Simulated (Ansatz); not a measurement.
Reaction (redistribution): `CB[SiH2]C` + `O[SiH2]S[SiH2]Cl` → `CB[SiH2][SiH2]Cl` + `CS[SiH2]O`

Calculated with Ansatz (gas phase, PBE0-D4/def2-TZVP geometries, no zero-point term in ΔE). CCSD(T)/CBS adds triple-zeta CCSD(T) − MP2 to the extrapolated MP2 energy (def2 sets, frozen cores). Functionals use def2-TZVPP. B3LYP here is the variant with VWN-RPA as its local correlation; programs differ in this. One conformer a species, not always the lowest.

| level | ΔE (kJ/mol) | difference from CCSD(T)/CBS |
| --- | --- | --- |
| PBE-D4 | 93.5 | -15.2 |
| ωB97X-V | 105.4 | -3.3 |
| ωB97M-V | 112.9 | 4.2 |
| PBE0 | 98.8 | -9.9 |
| B3LYP | 100.6 | -8.1 |
| MP2/def2-TZVPP | 117.0 | 8.3 |
| SCS-MP2/def2-TZVPP | 113.3 | 4.6 |
| CCSD/def2-TZVPP | 108.0 | -0.7 |
| MP2/def2-QZVPP | 118.1 | 9.4 |
| MP2/CBS(def2) | 118.7 | 10.0 |
| CCSD(T)/CBS | 108.7 | 0 |

Largest T1 diagnostic among the species: 0.012.

From PBE to PBE0 (25 % exact exchange), in def2-TZVPP and without D4, ΔE moves by +7.0 kJ/mol.
